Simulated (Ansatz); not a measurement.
`N=C=C[SiH3]` + H₂ → `C=C=N` + SiH₄ at 500 K and 1 bar (hydrogenolysis of a C–Si bond).

Computed with Ansatz on PBE0-D4/def2-TZVP structures; ΔE is electronic, products minus reactants. CCSD(T)/CBS adds triple-zeta CCSD(T) − MP2 to the extrapolated MP2 energy (def2 sets, frozen cores). This one scheme is used for every species. Each species was taken in one conformer, which may not be the lowest.

```
      species  CCSD(T)/CBS energy (Eh)  H − E (kJ/mol)  S (J/(mol·K))
`N=C=C[SiH3]`               -422.83912           196.3          362.8
           H₂                 -1.17544            41.0          145.5
      `C=C=N`               -132.55079           140.3          282.8
         SiH₄               -291.46306           102.4          230.9
```

H − E and S are ideal-gas, rigid-rotor, harmonic terms from PBE0-D4/def2-TZVP, for one conformer and one mirror image of each species. The MP2-based limit puts H₂ 0.8 mEh under its directly extrapolated value; such offsets cancel only in part. 1 Eh = 2625.50 kJ/mol, R = 8.31446 J/(mol·K).

Question: By hand: ΔE, ΔH, ΔS and ΔG.

Answer: ΔE = (-132.55079) + (-291.46306) − (-422.83912) − (-1.17544) = 0.00071 Eh = 1.9 kJ/mol. Δ(H − E) = 140.3 + 102.4 − 196.3 − 41.0 = 5.4, so ΔH = 7.3 kJ/mol. ΔS = 282.8 + 230.9 − 362.8 − 145.5 = 5.4 J/(mol·K). ΔG = 7.3 − 500 × (5.4)/1000 = 4.6 kJ/mol.

Question: By hand: the equilibrium constant, and the temperature at which ΔG would vanish if ΔH and ΔS stayed fixed.

Answer: log₁₀ K = −ΔG/(RT ln 10) = -0.5. ΔG = 0 at ΔH/ΔS = 1352 K, though so small a ΔH makes that figure unsure.

TΔS isn't small against ΔH here. The sign of ΔG lies within the doubt. A doubt of 5 kJ/mol in ΔE shifts log₁₀ K by 0.5 here. Other conformers and mirror images would add mixing entropy, several J/(mol·K) or more a flexible species. These are equilibria of isolated gas molecules and say nothing of rates. Largest T1 diagnostic: 0.015 (customary marks: 0.02 for closed shells, 0.045 for open ones).
